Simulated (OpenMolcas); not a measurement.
3d⁵ along the 23-electron sequence

```
Program             : OpenMolcas 26.06
Method              : CASSCF
Basis               : ANO-RCC-VTZP
Scalar Hamiltonian  : DKH2, point nucleus
Spin-orbit coupling : state interaction with AMFI integrals over the reference wave functions, term energies averaged over their components
```

Active space for each ion: 5 electrons in 10 orbitals (3d 4d).

Computed levels in cm-1 above ⁶S_5/2:

```
                               Level   Fe3+   Co4+   Ni5+   Cu6+
                              ⁴G_5/2  35904  41432  45778  50218
                              ⁴G_7/2  35945  41496  45869  50354
                              ⁴G_9/2  35978  41545  45933  50448
                             ⁴G_11/2  35991  41551  45933  50436
                              ⁴P_5/2  41085  47450  52389  57371
                              ⁴P_3/2  41140  47560  52556  57632
                              ⁴P_1/2  41211  47700  52767  58023
                              ⁴D_7/2  44676  51478  56957  62494
                              ⁴D_1/2  44712  51581  57129  62790
weight of ⁶S in the lowest level (%)    100    100    100    100
```

Measured, with the error of the calculation in %. Measured levels: Fe3+ from Corliss and Sugar, J. Phys. Chem. Ref. Data 11, 135 (1982); Co4+ from Sugar and Corliss, J. Phys. Chem. Ref. Data 10, 1097 (1981); Ni5+ from Corliss and Sugar, J. Phys. Chem. Ref. Data 10, 197 (1981); Cu6+ from the list in Gamrath, thesis, University of Mons (2023).

```tsv
Level	Fe3+	Co4+	Ni5+	Cu6+
⁴G_11/2	32246 (+11.6)	37218 (+11.6)	41921 (+9.6)	
⁴P_5/2	35254 (+16.5)	40753 (+16.4)	45884 (+14.2)	50732 (+13.1)
⁴P_3/2	35333 (+16.4)	40891 (+16.3)	46104 (+14.0)	51067 (+12.9)
⁴P_1/2	35407 (+16.4)	41024 (+16.3)	46325 (+13.9)	51407 (+12.9)
⁴D_7/2	38779 (+15.2)	44709 (+15.1)	50331 (+13.2)	55742 (+12.1)
⁴D_1/2	38897 (+15.0)	44908 (+14.9)		56210 (+11.7)
```

⁴G_5/2 changes by a factor of 1.4 over the same range, with steps per unit of Z of +5530, +4350, +4440 cm-1.

Without dynamic correlation excited terms often stand tens of per cent too high (terms of higher spin than the ground term too low), and those without a measured partner can miss by more than the paired ones. Active for correlation alone: 4d; no level in the range computed is led by a configuration that fills it, so any true level of that kind is missing. Computed and measured levels are paired by configuration, term and J; levels that our copy of the source lacks, or whose pairing is in doubt (as where it misses far off the trend of its configuration), stay unpaired and out of the deviations. Only configurations of the active space appear.
